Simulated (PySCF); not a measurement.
Compound: C8H13GeN.
SMILES with atom numbers: `[CH3:1][Ge:2]([CH3:3])([CH3:4])[c:5]1[cH:6][cH:7][cH:8][n:9][cH:10]1` (hydrogens: H11, H12, H13 on C1; H14, H15, H16 on C3; H17, H18, H19 on C4; H20 on C6; H21 on C7; H22 on C8; H23 on C10)

Computed with PBE0-D3(BJ)/def2-SVP geometry optimisation, gas phase in PySCF 2.14.0.

Q: What internal coordinates does the optimisation give?

A: 
```
                   bond  length (bohr)
 C1–Ge2, Ge2–C3, Ge2–C4          3.693
                 Ge2–C5          3.702
                  C5–C6          2.644
                  C6–C7          2.633
                  C7–C8          2.634
                  C8–N9          2.515
                 N9–C10          2.514
                 C5–C10          2.651
C1–H11 and 8 like bonds          2.079
                 C6–H20          2.068
                 C7–H21          2.065
                 C8–H22          2.072
                C10–H23          2.076
```

Bonds in one row agree within 0.02 bohr and their mean is given. A selection of angles:
```
     angle  degrees
Ge2–C1–H11    111.2
Ge2–C1–H13    110.0
H11–C1–H12    108.6
H11–C1–H13    108.0
 C1–Ge2–C3    110.5
 C1–Ge2–C5    108.7
 Ge2–C5–C6    123.1
Ge2–C5–C10    120.7
 C6–C5–C10    116.3
  C5–C6–C7    119.8
 C5–C6–H20    120.5
 C7–C6–H20    119.7
  C6–C7–C8    118.3
 C6–C7–H21    121.3
 C8–C7–H21    120.4
  C7–C8–N9    123.2
 C7–C8–H22    120.3
 N9–C8–H22    116.5
 C8–N9–C10    117.6
N9–C10–H23    115.3
 C5–C10–N9    124.8
C5–C10–H23    119.9
```

Dihedral angles: C1–Ge2–C5–C6 -1° (synperiplanar).

The 6-membered ring C5–C6–C7–C8–N9–C10 has internal angles of 116.3° to 124.8° (sum 720°, against 720° for a flat polygon); it is planar, 0.00 Å rms from its mean plane, widest ring torsion 0°. Of the pairs four or more bonds apart, C1···H20 is among the closest relative to their van der Waals radii: 2.88 Å, 99 % of the sum of Bondi's values. Ge2 (germanium bonded to 4 C) is tetrahedral (angles from 108.7° to 110.5°).

No frequency check.

Hardware: one thread of an x86-64 server (shared host). Cost: 3.7 min of wall time. That covers the optimisation of the geometry.
